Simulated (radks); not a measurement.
All-electron atom: Rh3+ in [Kr] 4d6 (the NIST ground configuration).

Method: scalar-relativistic Kohn-Sham, SOGGA, spin-polarised, spherical densities, finite nucleus; open shells are filled with parallel spins first (spin-orbit coupling, left out, can overturn this in heavy ions); Fermi nuclear charge, rms radius 4.4945 fm; computed with a radial shooting solver on a logarithmic mesh with Libxc functionals.

Energy parts (eV):
total: -130050.120
kinetic: 134682.442
electron-nucleus: -312484.428
Hartree: 51419.182
exchange-correlation: -3667.316

Orbitals (lengths in bohr, moments of r in powers of bohr; r(max) is where P^2 peaks):
| orbital | occ. | eigenvalue (eV) | r(max) |
|---|---|---|---|
| 1s down | 1 | -23060.77 | 0.02118 |
| 1s up | 1 | -23060.77 | 0.02118 |
| 2s up | 1 | -3375.115 | 0.1199 |
| 2s down | 1 | -3374.414 | 0.1198 |
| 2p up | 3 | -3029.204 | 0.09578 |
| 2p down | 3 | -3028.669 | 0.09577 |
| 3s up | 1 | -632.9524 | 0.3516 |
| 3s down | 1 | -632.5517 | 0.3517 |
| 3p up | 3 | -519.2748 | 0.3447 |
| 3p down | 3 | -518.8243 | 0.3448 |
| 3d up | 5 | -337.4134 | 0.2912 |
| 3d down | 5 | -336.7479 | 0.2914 |
| 4s up | 1 | -119.5738 | 0.8805 |
| 4s down | 1 | -116.4962 | 0.8777 |
| 4p up | 3 | -87.2210 | 0.9416 |
| 4p down | 3 | -83.9887 | 0.9380 |
| 4d up | 5 | -40.7177 | 1.112 |
| 4d down | 1 | -37.4442 | 1.108 |

The highest occupied level is 4d down at -37.444 eV. The spin density at the nucleus is -3.536 e/bohr^3 (1s -0.084, 2s -1.282, 3s 0.359, 4s -2.529). The density falls to 0.001 e/bohr^3 at r = 3.16 bohr.
